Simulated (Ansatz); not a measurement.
CH9NOSi2 can be A, `C[SiH2]O[SiH2]N`, or B, `N[SiH2][SiH2]CO`.

Computed with Ansatz on PBE0-D4/def2-TZVP structures; ΔE is electronic, products minus reactants. CCSD(T)/CBS is the MP2 limit (def2-TZVPP, def2-QZVPP) plus CCSD(T) − MP2 in def2-TZVPP, frozen cores. DFT in def2-TZVPP. B3LYP here is the variant with VWN-RPA as its local correlation; programs differ in this. One conformer a species, not always the lowest.

A:

```xyz
14

C     0.7614    0.2096    2.5884
Si    0.8770    0.3243    0.7383
O    -0.5080   -0.2454    0.0749
Si   -1.3868   -0.2411   -1.3090
N    -0.5118   -0.4886   -2.7514
H     1.6822    0.5735    3.0523
H     0.6069   -0.8251    2.9033
H    -0.0706    0.8096    2.9640
H     2.0296   -0.4779    0.2414
H     1.0885    1.7395    0.3167
H    -2.3631   -1.3447   -1.1618
H    -2.0410    1.0847   -1.4383
H    -0.0388    0.2657   -3.2197
H    -0.1253   -1.3841   -2.9990
```

B:

```xyz
14

N    -2.309   -1.744   -0.372
Si   -0.803   -1.242    0.314
Si   -0.034    0.873   -0.370
C     1.549    1.395    0.547
O     2.612    0.472    0.343
H    -3.140   -1.204   -0.186
H    -2.316   -2.081   -1.322
H     0.205   -2.272   -0.053
H    -0.956   -1.210    1.797
H    -1.094    1.907   -0.166
H     0.285    0.853   -1.832
H     1.358    1.407    1.624
H     1.843    2.417    0.274
H     2.799    0.428   -0.598
```

(1) Which isomer does CCSD(T)/CBS put lower? Give the gap. (Best estimate.)

(2) Give E(B) − E(A) in kJ/mol with B3LYP-D4, B3LYP, PBE0-D4, CCSD/def2-TZVPP, PBE-D4, CCSD(T)/def2-TZVPP, B2PLYP. (Best estimate.)

Largest T1 diagnostic: 0.012.

## Answers

(1) Ansatz gave: A, by 349.3 kJ/mol.

(2) Computed: B3LYP-D4 341.6, B3LYP 341.7, PBE0-D4 321.2, CCSD/def2-TZVPP 351.5, PBE-D4 304.4, CCSD(T)/def2-TZVPP 346.4, B2PLYP 352.3. None reverses the order clearly.

From PBE to PBE0 (25 % exact exchange), in def2-TZVPP and without D4, E(B) − E(A) moves by +16.9 kJ/mol. In def2-TZVPP, CCSD(T) changes the Hartree–Fock value by −31.7 kJ/mol (the triples alone add −5.1 kJ/mol) and MP2 by −14.7 kJ/mol.
